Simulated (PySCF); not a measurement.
Ga²⁺: ionisation energy

Ga²⁺ [Ar] 3d10 4s1 (2S) → Ga³⁺ [Ar] 3d10 (1S), as a difference of total energies. Calculation: PySCF 2.14, in cc-pVDZ-DK (5s4p2d, 27 functions); scalar relativity by spin-free X2C-1e. The calculations carry no spin-orbit coupling.

```json
{"method": "UHF", "ionisation energy (eV)": "29.698", "error (eV)": "-1.028"}
{"method": "M06-L", "ionisation energy (eV)": "30.656", "error (eV)": "-0.070"}
{"method": "MN15", "ionisation energy (eV)": "30.574", "error (eV)": "-0.152"}
```

Reference: 30.726 eV (measured; NIST Atomic Spectra Database, ionization energies).
